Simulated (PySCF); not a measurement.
C4H6O2, SMILES CC(=O)CC=O at its GFN2-xTB optimised geometry (Å):

```
12

C     -0.6126    -1.2321    -0.0332
C      0.2470    -0.0071     0.0000
O      1.4469    -0.0071     0.0000
C     -0.5539     1.3015     0.0000
C     -0.9525     1.5467    -1.4303
O     -1.8737     1.0071    -1.9753
H     -0.0128    -2.1112    -0.2531
H     -1.3948    -1.1096    -0.7807
H     -1.0915    -1.3623     0.9361
H     -1.4469     1.1691     0.6094
H      0.0700     2.1112     0.3728
H     -0.2931     2.2484    -1.9698
```

Calculation: B3LYP/def2-TZVP in PySCF.

Map of the electron localisation function on the plane z = 1.5 Å:

```
|0000000000000000000000000000000|
|0000000000000000000000000000000|
|0000000000000000000000000000000|
|0000000000000000000000000000000|
|0000000000000000000000000000000|
|0000000000000013310000000000000|
|0000000000000136651000000000000|
|0000000000000136762000000000000|
|0000000023210125651000000000000|
|0000000378741113310000000000000|
|0000001699973111000000000000000|
|0000001799984100000000000000000|
|0000001589984100000000000000000|
|0000000156641000000111000000000|
|0000000000000000011111100000000|
|0000000000000000112211100000000|
|0000000000000000011111100000000|
|0000000014676200000111000000000|
|0000000169999720000000000000000|
|0000000389999951000000000000000|
|0000000389999961000000000000000|
|0000000289999951000000000000000|
|0000000058999620000000000000000|
|0000000014665200000000000000000|
|0000000000111000000000000000000|
|0000000000000000000000000000000|
|0000000000000000000000000000000|
|0000000000000000000000000000000|
|0000000000000000000000000000000|
|0000000000000000000000000000000|
|0000000000000000000000000000000|
```
Scale: ten equal steps from 0.000 (start of '0') to 0.994 (end of '9'), in the order '0123456789'; x runs from -4.50 to 4.50, y from -4.50 (bottom) to 4.50 (top).
